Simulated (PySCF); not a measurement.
## How the method changes the constants of PdS

State: ³Σ⁻ (triplet), unpaired electrons π ↑↑. Set-up: Pd def2-TZVPP with ECP28, S def2-TZVPP; scalar-relativistic core potentials (PySCF 2.14). De refers to Pd (4d10) + S in their high-spin ground configurations, without counterpoise correction. The functionals are run spin-unrestricted. A positive dipole means Pd(−)S(+).

```json
{"Level": "ROHF", "Re (Å)": "2.217", "ωe (cm⁻¹)": "288", "De (eV)": "n/a", "μ (D)": "-1.75"}
{"Level": "ROHF-MP2", "Re (Å)": "2.016", "ωe (cm⁻¹)": "572", "De (eV)": "n/a", "μ (D)": "n/a"}
{"Level": "ROHF-SCS-MP2", "Re (Å)": "2.035", "ωe (cm⁻¹)": "535", "De (eV)": "n/a", "μ (D)": "n/a"}
{"Level": "ROHF-CCSD", "Re (Å)": "2.096", "ωe (cm⁻¹)": "449", "De (eV)": "2.24", "μ (D)": "n/a"}
{"Level": "ROHF-CCSD(T)", "Re (Å)": "2.100", "ωe (cm⁻¹)": "439", "De (eV)": "2.65", "μ (D)": "n/a"}
{"Level": "PBE", "Re (Å)": "2.101", "ωe (cm⁻¹)": "439", "De (eV)": "3.51", "μ (D)": "-2.40"}
{"Level": "PBEsol", "Re (Å)": "2.076", "ωe (cm⁻¹)": "462", "De (eV)": "3.88", "μ (D)": "-2.32"}
{"Level": "revPBE", "Re (Å)": "2.113", "ωe (cm⁻¹)": "429", "De (eV)": "3.25", "μ (D)": "-2.48"}
{"Level": "r²SCAN", "Re (Å)": "2.084", "ωe (cm⁻¹)": "456", "De (eV)": "3.56", "μ (D)": "-2.70"}
{"Level": "M06-L", "Re (Å)": "2.115", "ωe (cm⁻¹)": "435", "De (eV)": "3.21", "μ (D)": "-2.83"}
{"Level": "PBE0", "Re (Å)": "2.091", "ωe (cm⁻¹)": "450", "De (eV)": "2.86", "μ (D)": "-2.82"}
{"Level": "r²SCAN0", "Re (Å)": "2.078", "ωe (cm⁻¹)": "461", "De (eV)": "2.92", "μ (D)": "-2.94"}
{"Level": "ωB97X-V", "Re (Å)": "2.093", "ωe (cm⁻¹)": "457", "De (eV)": "2.56", "μ (D)": "-3.14"}
```

(1) Which functional lies closest to ROHF-CCSD(T) in De, which farthest, and by how much do they differ from it?

(2) What does a quarter of exact exchange do here, going from PBE to PBE0?

(3) What does the step from GGA to meta-GGA do here, going from PBE to r²SCAN?

Correlated steps freeze 5 core orbitals. The metal atom is held in its measured ground configuration; semilocal functionals can put another filling of s and d lower by some tenths of an eV, and De to that atom would be smaller. These are scalar-relativistic numbers at best; spin–orbit coupling would shift them, the dissociation energy most. The CCSD T1 diagnostic is raised, a sign that a single reference may not be enough here. With d or f electrons several states lie close, and the lowest PBE0 determinant need not be the measured ground state.

## Answers

(1) Closest is ωB97X-V (-0.7 pm in Re, +4.1 % in ωe, -0.09 eV in De against ROHF-CCSD(T) in the same basis), farthest PBEsol (-2.4 pm in Re, +5.2 % in ωe, +1.23 eV in De). CCSD(T) converges more slowly with the basis than the functionals do and binds too weakly in this one, so the order can change at the basis-set limit.

(2) PBE0 less PBE: -1.0 pm in Re, +2.5 % in ωe, -0.65 eV in De. Exact exchange removes part of the self-interaction that spreads semilocal densities, and in most molecules shortens and stiffens the bond and lowers De; so it does here.

(3) r²SCAN less PBE: -1.7 pm in Re, +3.9 % in ωe, +0.05 eV in De.
